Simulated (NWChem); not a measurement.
System: HgI2; SMILES [I][Hg][I]

NWChem input:

```
start job
memory heap 200 mb stack 700 mb global 900 mb
geometry units angstroms
  Hg     0.000000    -0.000001     0.000001
  I     -0.214176     2.019468    -1.609815
  I      0.214176    -2.019468     1.609815
end
basis spherical
  * library def2-svp
end
ecp
  I library def2-ecp
  Hg library def2-ecp
end
dft
  xc pbe0
  iterations 150
end
driver
  maxiter 120
end
task dft optimize
dft
  grid fine
  convergence energy 1d-8 density 1d-7
end
task dft freq numerical
```

NWChem printed, in part:

```
             Northwest Computational Chemistry Package (NWChem) 7.3.0
             --------------------------------------------------------

 ORDER OF PRIMARY AXIS IS BEING SET TO 4
 D4H symmetry detected

 AUTOZ failed to generate good internal coordinates.
 Cartesian coordinates will be used in optimizations.

                             Geometry "geometry" -> ""
                             -------------------------

 Output coordinates in angstroms (scale by  1.889725989 to convert to a.u.)

  No.       Tag          Charge          X              Y              Z
 ---- ---------------- ---------- -------------- -------------- --------------
    1 Hg                  80.0000     0.00000000     0.00000000    -0.00000000
    2 I                   53.0000     0.00000000     0.00000000     2.59145262
    3 I                   53.0000     0.00000000     0.00000000    -2.59145262

 Effective nuclear repulsion energy (a.u.)    2018.4249064460

      Symmetry information
      --------------------

 Group name             D4h
 Group number             28
 Group order              16
 No. of unique centers     2

                           NWChem Geometry Optimization
                           ----------------------------

 maximum gradient threshold         (gmax) =   0.000450
 rms gradient threshold             (grms) =   0.000300
 maximum cartesian step threshold   (xmax) =   0.001800
 rms cartesian step threshold       (xrms) =   0.001200
 fixed trust radius                (trust) =   0.300000
 source of zmatrix                         =

          -------------------
          Energy Minimization
          -------------------

 Using diagonal initial Hessian

          --------
          Step   0

                                 NWChem DFT Module
                                 -----------------

 Summary of "ao basis" -> "ao basis" (spherical)
 ------------------------------------------------------------------------------
       Tag                 Description            Shells   Functions and Types
 ---------------- ------------------------------  ------  ---------------------
 Hg                         def2-svp                12       32   6s3p2d1f
 I                          def2-svp                10       26   4s4p2d

      Symmetry analysis of basis
      --------------------------

        a1g        18
        a1u         0
        a2g         0
        a2u        14
        b1g         4
        b1u         3
        b2g         4
        b2u         3
        eg         16
        eu         22

            General Information
            -------------------
          SCF calculation type: DFT
          Wavefunction type:  closed shell.
          No. of atoms     :     3
          No. of electrons :    70
           Alpha electrons :    35
            Beta electrons :    35
          Charge           :     0
          Spin multiplicity:     1
          Use of symmetry is: on ; symmetry adaption is: on
          Maximum number of iterations: 150
          AO basis - number of functions:    84
                     number of shells:    32
          Convergence on energy requested:  1.00D-06
          Convergence on density requested:  1.00D-05
          Convergence on gradient requested:  5.00D-04

              XC Information
              --------------
                         PBE0 Method XC Functional
                     Hartree-Fock (Exact) Exchange  0.250
          PerdewBurkeErnzerhof Exchange Functional  0.750
            Perdew 1991 LDA Correlation Functional  1.000 local
           PerdewBurkeErnz. Correlation Functional  1.000 non-local

             Grid Information
             ----------------
          Grid used for XC integration:  medium
          Radial quadrature: Mura-Knowles
          Angular quadrature: Lebedev.
          Tag              B.-S. Rad. Rad. Pts. Rad. Cut. Ang. Pts.
          ---              ---------- --------- --------- ---------
          Hg                  1.50      123           9.0       590
          I                   1.40      123          13.0       590
          Grid pruning is: on
          Number of quadrature shells:   246
          Spatial weights used:  Erf1

      Superposition of Atomic Density Guess
      -------------------------------------

 Sum of atomic energies:        -868.39913072

      Non-variational initial energy
      ------------------------------

 Total energy =    -746.208624
 1-e energy   =   -1840.690857
 2-e energy   =     826.468404
 HOMO         =      -0.335294
 LUMO         =      -0.059017

      Symmetry analysis of molecular orbitals - initial
      -------------------------------------------------

 !! scf_movecs_sym_adapt:   14 vectors were symmetry contaminated

  Symmetry fudging

 !! scf_movecs_sym_adapt:    2 vectors were symmetry contaminated

  Numbering of irreducible representations:

     1 a1g         2 a1u         3 a2g         4 a2u         5 b1g
     6 b1u         7 b2g         8 b2u         9 eg         10 eu

  Orbital symmetries:

[...]

      ----------------------
      Optimization converged
      ----------------------

  Step       Energy      Delta E   Gmax     Grms     Xrms     Xmax
  ---- ---------------- -------- -------- -------- -------- --------
@    3    -748.99248978  8.0D-09  0.00000  0.00000  0.00006  0.00012
                                     ok       ok       ok       ok

                         Geometry "geometry" -> "geometry"
                         ---------------------------------

 Output coordinates in angstroms (scale by  1.889725989 to convert to a.u.)

  No.       Tag          Charge          X              Y              Z
 ---- ---------------- ---------- -------------- -------------- --------------
    1 Hg                  80.0000     0.00000000     0.00000000     0.00000000
    2 I                   53.0000     0.00000000     0.00000000     2.60771285
    3 I                   53.0000     0.00000000     0.00000000    -2.60771285

 Effective nuclear repulsion energy (a.u.)    2005.8391500071

      Symmetry information
      --------------------

 Group name             D4h
 Group number             28
 Group order              16
 No. of unique centers     2

 ==============================================================================
                                internuclear distances
 ------------------------------------------------------------------------------
       center one      |      center two      | atomic units |  angstroms
 ------------------------------------------------------------------------------
    2 I                |   1 Hg               |     4.92786  |     2.60771
    3 I                |   1 Hg               |     4.92786  |     2.60771
 ------------------------------------------------------------------------------
                         number of included internuclear distances:          2
 ==============================================================================

[second-derivative integrals and response iterations left out]

  Vibrational analysis via the FX method

  See chapter 2 in "Molecular Vibrations" by Wilson, Decius and Cross

  Vib: Default input used

 ---------------------------- Atom information ----------------------------
     atom    #        X              Y              Z            mass
 --------------------------------------------------------------------------
    Hg       1  0.0000000D+00  0.0000000D+00  0.0000000D+00  2.0197060D+02
    I        2  0.0000000D+00  0.0000000D+00  4.9278627D+00  1.2690040D+02
    I        3  0.0000000D+00  0.0000000D+00 -4.9278627D+00  1.2690040D+02
 --------------------------------------------------------------------------

[unprojected Hessian and modes left out]

[...]

 Rotational Constants
 --------------------
 A=   0.000000 cm-1  (  0.000000 K)
 B=   0.009768 cm-1  (  0.014053 K)
 C=   0.009768 cm-1  (  0.014053 K)

 Temperature                      =   298.15K
 frequency scaling parameter      =   1.0000

 Linear Molecule

 Zero-Point correction to Energy  =    0.690 kcal/mol  (  0.001100 au)
 Thermal correction to Energy     =    3.940 kcal/mol  (  0.006279 au)
 Thermal correction to Enthalpy   =    4.533 kcal/mol  (  0.007223 au)

 Total Entropy                    =   78.678 cal/mol-K
   - Translational                =   44.220 cal/mol-K (mol. weight = 455.7714)
   - Rotational                   =   20.398 cal/mol-K (symmetry #  =        2)
   - Vibrational                  =   14.060 cal/mol-K

 Cv (constant volume heat capacity) =   12.615 cal/mol-K
   - Translational                  =    2.979 cal/mol-K
   - Rotational                     =    1.986 cal/mol-K
   - Vibrational                    =    7.649 cal/mol-K

[normal modes left out]

 ----------------------------------------------------------------------------
 Normal Eigenvalue ||           Projected Infra Red Intensities
  Mode   [cm**-1]  || [atomic units] [(debye/angs)**2] [(KM/mol)] [arbitrary]
 ------ ---------- || -------------- ----------------- ---------- -----------
    1       -0.000 ||    0.000000           0.000         0.000       0.000
    2       -0.000 ||    0.000000           0.000         0.000       0.000
    3       -0.000 ||    0.000000           0.000         0.000       0.000
    4        0.000 ||    0.000000           0.000         0.000       0.000
    5        0.000 ||    0.000000           0.000         0.000       0.000
    6       51.335 ||    0.000987           0.023         0.962       3.606
    7       51.335 ||    0.000987           0.023         0.962       3.606
    8      152.744 ||    0.000000           0.000         0.000       0.000
    9      227.528 ||    0.022650           0.523        22.081      82.788
 ----------------------------------------------------------------------------
```

Level: PBE0/def2-SVP with def2 effective core potentials on I, Hg. def2 effective core potentials on I, Hg; no spin-orbit coupling.
